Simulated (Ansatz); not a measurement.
Molecule: InF$_{2}$, net charge -1, singlet state. SMILES of the parent species: [F][In][F]
Coordinates optimised at B3LYP-D3(BJ)/def2-TZVP (Ansatz, a program for electronic structure):
```
In
F 1 2.0976
F 1 2.0976 2 97.62
```
Charge -1, spin multiplicity 1.

Parts of the frozen-core correlation energy in def2-TZVPPD (Ansatz, hartree). Frozen orbitals: 11; correlated occupied orbitals by spin: 9 and 9; virtual: 116 and 116. No spin-orbit coupling. In def2 rows, elements after Kr have scalar-relativistic effective core potentials.

```
term                            value
-------------------------  ----------
reference (HF)             -388.30148
MP2 opposite-spin                 [?]
MP2 same-spin                -0.15495
CCSD correlation                  [?]
(T)                               [?]
T1 diagnostic                   0.018
largest doubles amplitude       0.065
```

Question: Some entries are withheld; supply them.

Answer: 
- MP2 opposite-spin, value: -0.44061
- CCSD correlation, value: -0.59468
- (T), value: -0.01984
